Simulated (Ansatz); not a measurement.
`F[B@H-]1[Br+][B@H-](F)[Br+]1` → 2 B• + 2 Br• + 2 F• + 2 H•  (atomization)

Calculated with Ansatz (gas phase, PBE0-D4/def2-TZVP geometries, no zero-point term in ΔE). CCSD(T)/CBS adds triple-zeta CCSD(T) − MP2 to the extrapolated MP2 energy (def2 sets, frozen cores). This one scheme is used for every species, atoms too. Functionals use def2-TZVPP. Open shells (•) are unrestricted, without spin–orbit coupling. Spin–orbit coupling would lower the free atoms: a little for B, F; clearly for Br. For Br outer-core shells are correlated without core-valence functions, so the limit isn't a true one: a few kJ/mol of doubt a bond, and 10 to 20 or more in all where bonds break to atoms. Scalar relativity is left out up to krypton.

CCSD(T)/CBS gives +2870.2 kJ/mol.

Q: Another level gave +2842.1 kJ/mol. Which?
A. r2SCANh-D4/def2-TZVPP
B. revPBE/def2-TZVPP
C. CAM-B3LYP/def2-TZVPP
D. BHLYP-D4/def2-TZVPP

A: C. CAM-B3LYP 2842.1, revPBE 2806.1, BHLYP-D4 2750.9, r2SCANh-D4 2891.8 kJ/mol.

Largest T1 diagnostic among the species: 0.014.

In def2-TZVPP, CCSD(T) changes the Hartree–Fock value by +666.9 kJ/mol (the triples alone add +59.8 kJ/mol) and MP2 by +797.6 kJ/mol; breaking electron pairs costs correlation energy, which Hartree–Fock lacks. At CCSD(T), def2-SVP lies −147.8 kJ/mol from the extrapolated value and def2-TZVPP −77.3 kJ/mol: correlation converges slowly with the basis, and small sets miss more of it in the bonded molecule than in its fragments.

For atomizations the MP2-based limit and the directly extrapolated one differ by several kJ/mol either way, and by 10 to 25 for some Ge, Se and Sn compounds, so smaller differences from it don't rank the levels.
